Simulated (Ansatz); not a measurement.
`[SiH3][SiH]1[O][AlH]1` + `O[Si]F` → `F[Si]O[SiH3]` + `[O]1[AlH][SiH2]1` at 600 K and 1 bar (cleavage of the Si–Si bond).

Program: Ansatz. Geometries: PBE0-D4/def2-TZVP. ΔE: electronic, gas phase. CCSD(T)/CBS adds triple-zeta CCSD(T) − MP2 to the extrapolated MP2 energy (def2 sets, frozen cores). This one scheme is used for every species. One conformer a species, not always the lowest.

```csv
species,CCSD(T)/CBS energy (Eh),H − E (kJ/mol),S (J/(mol·K))
`[SiH3][SiH]1[O][AlH]1`,-898.36956,178.5,438.6
`O[Si]F`,-464.72778,73.4,309.1
`F[Si]O[SiH3]`,-755.04483,134.2,412.7
`[O]1[AlH][SiH2]1`,-608.08762,112.3,341.2
```

H − E and S are ideal-gas, rigid-rotor, harmonic terms from PBE0-D4/def2-TZVP, for one conformer and one mirror image of each species. 1 Eh = 2625.50 kJ/mol, R = 8.31446 J/(mol·K).

By hand: ΔE, ΔH, ΔS and ΔG.

ΔE = (-755.04483) + (-608.08762) − (-898.36956) − (-464.72778) = -0.03511 Eh = -92.2 kJ/mol. Δ(H − E) = 134.2 + 112.3 − 178.5 − 73.4 = -5.4, so ΔH = -97.6 kJ/mol. ΔS = 412.7 + 341.2 − 438.6 − 309.1 = 6.2 J/(mol·K). ΔG = -97.6 − 600 × (6.2)/1000 = -101.3 kJ/mol.

By hand: the equilibrium constant, and the temperature at which ΔG would vanish if ΔH and ΔS stayed fixed.

log₁₀ K = −ΔG/(RT ln 10) = 8.8. ΔH and −TΔS have one sign here, so there is no such temperature.

The number of gas molecules stays the same, so ΔS is small and ΔH decides. A doubt of 5 kJ/mol in ΔE shifts log₁₀ K by 0.4 here. Other conformers and mirror images would add mixing entropy, several J/(mol·K) or more a flexible species. Modes under 60 cm⁻¹, often nearly free rotors, make the harmonic entropy too high. These are equilibria of isolated gas molecules and say nothing of rates. Largest T1 diagnostic: 0.016 (customary marks: 0.02 for closed shells, 0.045 for open ones).

ΔS is within the doubt of such terms, so its sign, and with it that verdict, could turn.
